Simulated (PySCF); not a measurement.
**Nuclear quadrupole coupling in `N[Si@H](F)NCC(F)F`**

Compound: C2H7F3N2Si.
Geometry (GFN2-xTB, Å), atoms numbered from 1 in this order:
```xyz
15
C2H7F3N2Si angstrom
N     -2.679   -0.077   -0.800
Si    -1.337   -0.502    0.172
F     -1.482   -0.157    1.750
N     -0.101    0.590   -0.315
C      1.108    0.770    0.433
C      2.193   -0.256    0.094
F      2.473   -0.227   -1.235
F      1.781   -1.517    0.361
H     -3.525   -0.613   -0.720
H     -2.889    0.894   -0.963
H     -1.150   -1.937    0.136
H      0.056    0.684   -1.308
H      0.883    0.679    1.497
H      1.529    1.764    0.239
H      3.135   -0.087    0.638
```

Field gradients from the PBE0/pcSseg-1 density (PySCF, non-relativistic), principal values in atomic units, ordered |Vxx| ≤ |Vyy| ≤ |Vzz|:

| atom | Vxx | Vyy | Vzz |
| --- | --- | --- | --- |
| N1 | 0.2863 | 0.6016 | -0.8879 |
| N4 | 0.2668 | 0.7078 | -0.9745 |

Q: Find the asymmetry η = (Vxx − Vyy)/Vzz and the couplings χ = eQV/h (234.96 MHz × Q in barn × V in au), with Q(14N) = 0.02044 b.

A: 
| atom | environment | nucleus | η | χzz (MHz) | χxx (MHz) | χyy (MHz) |
| --- | --- | --- | --- | --- | --- | --- |
| N1 | silicon-bound nitrogen | 14N | 0.36 | -4.264 | 1.375 | 2.889 |
| N4 | silicon-bound nitrogen | 14N | 0.45 | -4.680 | 1.281 | 3.399 |

The tensor is traceless: Vxx + Vyy + Vzz = 0.

Q: What is Vzz at N1 in SI units (1 au = 9.71736 × 10²¹ V/m²)?

A: -0.8879 au = -8.628 × 10²¹ V/m².

Q: And the gradient at the other heavy atoms, for which no coupling is worked out here?

A: 
| atom | environment | Vzz (au) | η |
| --- | --- | --- | --- |
| Si2 | fluorine-bound silicon | 0.559 | 0.83 |
| F3 | silicon-bound fluorine | 1.167 | 0.17 |
| C5 | sp3 carbon bound to nitrogen | 0.203 | 0.61 |
| C6 | CHF2 carbon | -0.551 | 0.75 |
| F7 | fluorine of a CF2 group | 2.884 | 0.09 |
| F8 | fluorine of a CF2 group | 2.887 | 0.08 |

Were the hydrogens deuterons (Q(2H) = 0.00286 b), χzz would run from 113 kHz (H11) to 293 kHz (H9).

One conformer (not necessarily the lowest) at the GFN2-xTB geometry, without solvent, vibrations or thermal averaging. GFN2-xTB bond lengths can be off by several hundredths of an ångström, more for odd bonds, and the gradients follow them. The small basis limits the accuracy of the gradients.
